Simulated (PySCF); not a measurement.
# What a mistake does to a calculation on AlB2CH6

All numbers below are calculated, not measured. They come from PySCF 2.14.0, an open-source quantum chemistry program, on an isolated molecule that a program drew, which may never have been made. The molecule is AlB2CH6 (charge 0, doublet), drawn as the SMILES string `BB[CH2][AlH]`.

Each row is a Hartree-Fock (HF) and frozen-core CCSD(T) single point in the cc-pV(D+d)Z basis, meant for a local HF minimum. Run 1 is clean. Each other run has one planted mistake out of seven kinds, and not every kind appears here: one electron removed, one electron added, multiplicity raised by two, geometry at a saddle point, minimal basis STO-3G, one bond length entered in bohr, all coordinates scaled. The reference is restricted for singlets and unrestricted otherwise, and also for a bond in bohr. Adding or removing an electron swaps singlet and doublet. Electrons count all cores. HOMO and LUMO are orbital energies over both spins, the gradient is its largest component, and the lowest frequency (negative if imaginary) is given only where the gradient is small. Bond lengths are over the 9 bonds as drawn. T1 is the CCSD diagnostic: over 0.02 (restricted) or 0.045 (unrestricted) a single reference is doubtful.

Geometry of the clean run:
```xyz
10
AlB2CH6, angstrom
B     0.2762    0.1665    2.9405
B     0.8320    1.7196    2.5579
C     2.1532    2.0383    1.8107
Al    1.7841    2.3415   -0.1297
H     0.4617   -0.3247    4.0249
H    -0.3490   -0.5066    2.1579
H     0.1045    2.6467    2.8380
H     2.5642    3.0275    2.0666
H     2.9433    1.2858    1.8755
H     0.6228    3.3486   -0.5496
```

```
run  electrons  basis functions  <S^2>  HOMO (eV)  LUMO (eV)  gradient (hartree/bohr)  lowest frequency (cm^-1)  mean bond (Å)  longest bond (Å)      T1  HF (hartree)  CCSD(T) (hartree)                     mistake
  1         35               95  0.754      -8.00       0.78                  6.0e-06                        75         1.4059             1.998  0.0152    -332.57950         -333.00147                    no fault
  2         35               95  3.767      -6.81      -0.75                  8.6e-02                         -         1.4059             1.998  0.0215    -332.43729         -332.85408  multiplicity raised by two
  3         35               95  1.425      -8.07       0.67                  2.1e-02                         -         1.5250             2.277  0.0613    -332.46400         -332.88583                           ?
  4         36               95  0.000      -0.42       5.73                  4.5e-02                         -         1.4059             1.998  0.0264    -332.56564         -333.02848                           ?
```

**Which mistake was planted in run 3, and what did it cost?**

The mean bond changes by a factor of 1.085 and the longest by 1.140, so the molecule wasn't scaled as a whole. A length L in bohr read as angstrom grows by (1/0.5292 - 1) L = 0.890 L. The 9 bonds together grew by 9 x 0.1191 = 1.072 Å, which gives L = 1.205 Å. That is the length of one of the B-H bonds, 1.205 Å in the clean geometry. So the mistake is: one bond length entered in bohr. Subtracting run 1 and multiplying by 627.51 kcal/mol a hartree, the energy moved by 72.5 kcal/mol in HF and 72.6 kcal/mol in CCSD(T).

**Which mistake was planted in run 4, and what did it cost?**

It counts 36 electrons, one more than the clean run, at the same geometry and basis. So the mistake is: one electron added. Subtracting run 1 and multiplying by 627.51 kcal/mol a hartree, the energy moved by 8.7 kcal/mol in HF and -16.9 kcal/mol in CCSD(T).

Cautions from the logs. Run 3: T1 is over the limit, so its CCSD(T) energy is less reliable; run 4: T1 is over the limit, so its CCSD(T) energy is less reliable.
